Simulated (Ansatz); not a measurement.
A nudged elastic band was laid between two geometries of F3H3W (7 atoms, charge 0, multiplicity 1).

All numbers below come from RHF/def2-SVP (Ansatz 0.2.0).

- movable images: 7
- climbing image: yes
- spring: 0.1 eV/Å²
- optimiser: quadratic models (default)
- start path: through a guess of the saddle point
- force threshold: 0.03 eV/Å
- iteration limit: 60
- end points: relaxed

Image 0:

```xyz
7
Properties=species:S:1:pos:R:3
W 0.531 0.000 0.189
H -0.465 0.000 1.529
F 2.357 0.000 0.705
F 0.445 1.814 -0.117
H -1.366 0.000 -0.268
F 0.445 -1.814 -0.117
H -1.007 0.000 -0.981
```

Image 8:

```xyz
7
Properties=species:S:1:pos:R:3
W -0.451 0.231 -0.058
H 2.018 -0.888 1.354
F 1.842 -0.035 1.095
F -0.154 2.044 0.024
H -2.022 0.233 -0.660
F -0.462 -1.434 0.754
H 0.168 -0.151 -1.570
```

(1) What changes between the two ends?

(2) What energy profile does the band end with?

(3) What is the geometry of the highest image?

Results:

(1) Bonds broken: W1–H2, H5–H7. Bonds formed: H2–F3.

(2) The run converged. The highest image is number 3 of 0 to 8, 2.52 eV above the first end and 2.02 eV above the last; the last end lies 0.50 eV above the first. The profile has 2 maxima (images 3, 6) with wells between them (image 4): this band takes more than one step, which may be the mechanism or a detour left from its start path. A structure lower than the last end lies on the path between it and the top, so the climb from that side starts below the end, which may itself be a saddle point or a shallow side well. Neighbouring images differ by up to 2.0 eV, so the band resolves the path poorly. Another band between the same ends (7 images) ends at a top of the same energy, where a vibrational analysis finds 1 clearly imaginary mode. The orbitals stay closed-shell, which can raise the energy where a bond breaks towards radicals; this wasn't checked here.

```json
{"image": "0", "path coordinate (Å)": "0.00", "energy (eV)": "0.00", "W1–H2 (Å)": "1.67", "H5–H7 (Å)": "0.80", "H2–F3 (Å)": "2.94"}
{"image": "1", "path coordinate (Å)": "0.64", "energy (eV)": "0.39", "W1–H2 (Å)": "1.65", "H5–H7 (Å)": "1.07", "H2–F3 (Å)": "2.44"}
{"image": "2", "path coordinate (Å)": "1.27", "energy (eV)": "0.95", "W1–H2 (Å)": "1.62", "H5–H7 (Å)": "1.77", "H2–F3 (Å)": "2.02"}
{"image": "3", "path coordinate (Å)": "1.91", "energy (eV)": "2.52", "W1–H2 (Å)": "1.70", "H5–H7 (Å)": "1.99", "H2–F3 (Å)": "1.31"}
{"image": "4", "path coordinate (Å)": "3.22", "energy (eV)": "0.50", "W1–H2 (Å)": "3.06", "H5–H7 (Å)": "2.44", "H2–F3 (Å)": "0.91"}
{"image": "5", "path coordinate (Å)": "4.54", "energy (eV)": "0.53", "W1–H2 (Å)": "3.04", "H5–H7 (Å)": "2.30", "H2–F3 (Å)": "0.91"}
{"image": "6", "path coordinate (Å)": "5.86", "energy (eV)": "0.60", "W1–H2 (Å)": "3.09", "H5–H7 (Å)": "2.22", "H2–F3 (Å)": "0.91"}
{"image": "7", "path coordinate (Å)": "7.19", "energy (eV)": "0.50", "W1–H2 (Å)": "3.14", "H5–H7 (Å)": "2.42", "H2–F3 (Å)": "0.91"}
{"image": "8", "path coordinate (Å)": "8.52", "energy (eV)": "0.50", "W1–H2 (Å)": "3.06", "H5–H7 (Å)": "2.40", "H2–F3 (Å)": "0.91"}
```

(3) 
```xyz
7
Properties=species:S:1:pos:R:3:forces:R:3
W 0.182 0.000 -0.172 0.00 0.00 0.00
H 0.251 0.000 1.527 0.00 0.00 0.00
F 1.557 -0.001 1.456 0.00 0.00 0.00
F 0.603 1.757 -0.421 0.00 0.00 0.00
H -1.351 0.001 0.453 0.00 0.00 0.00
F 0.600 -1.758 -0.420 0.00 0.00 0.00
H -0.902 0.000 -1.484 0.00 0.00 0.00
```

Time of the run: 4.7 min on 1 thread of Arm Neoverse V1, on a shared host, peak memory 0.17 GiB.
